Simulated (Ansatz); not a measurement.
Br2ClHSn (`[Cl][SnH]([Br])[Br]`) at its PBE0-D4/def2-TZVP geometry, where that method's forces vanish. Total charge 0; spin multiplicity 1. Sn takes the def2 core potential.

```xyz
5

Cl   -1.6459   -1.1994   -0.9884
Sn    0.0420   -0.1054    0.1391
Br    1.8910    0.2225   -1.4360
Br   -0.8150    2.0939    0.7992
H     0.5279   -1.0116    1.4860
```

Problem. What forces (eV/Å) does ωB97M-V/def2-TZVPP give on these atoms in Ansatz 0.2.0? (Best estimate.)

Solution. Ansatz gave: 
```
Cl1  0.040  0.035  0.020
Sn2  0.047 -0.017  0.071
Br3 -0.084 -0.007  0.062
Br4  0.036 -0.091 -0.038
H5  -0.040  0.080 -0.115
```
